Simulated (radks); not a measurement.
Species: Ho3+. Configuration: [Xe] 4f10. All-electron calculation, scalar-relativistic Kohn-Sham, BLYP, spin-polarised, spherical densities, finite nucleus; open shells are filled with parallel spins first (spin-orbit coupling, left out, can overturn this in heavy ions); Fermi nuclear charge, rms radius 5.2022 fm. Program: a radial shooting solver on a logarithmic mesh with Libxc functionals. Some entries of the table are withheld. Estimate them.

orbital,occ.,eigenvalue (Ry),<1/r> (bohr^-1),<r^2> (bohr^2)
1s up,1,-4081.089,76.04,0.0005882
1s down,1,-4081.089,76.04,0.0005882
2s up,1,-684.6599,17.69,0.009170
2s down,1,-684.6568,17.69,0.009170
2p up,3,-606.9187,16.38,0.007440
2p down,3,-606.9165,16.38,0.007440
3s up,1,-154.8588,6.513,0.06042
3s down,1,-154.7335,6.517,0.06036
3p up,3,-131.0974,6.095,0.06075
3p down,3,-130.9725,6.099,0.06068
3d up,5,-100.9046,5.780,0.05077
3d down,5,-100.8089,5.784,0.05068
4s up,1,-32.62825,2.753,0.3033
4s down,1,-32.35491,2.752,0.3035
4p up,3,-24.79699,2.523,0.3433
4p down,3,-24.52832,2.521,0.3436
4d up,5,-14.21285,2.229,0.4099
4d down,5,-13.95045,2.226,0.4112
5s up,1,-5.93096,1.065,(1)
5s down,1,-5.80812,1.054,(2)
5p up,3,-4.03345,0.9001,2.382
5p down,3,-3.94410,0.8881,2.437
4f up,7,-2.66599,1.674,0.7839
4f down,3,-2.43370,1.649,0.8368

Answer. 
(1) 5s up <r^2> (bohr^2): 1.746
(2) 5s down <r^2> (bohr^2): 1.776
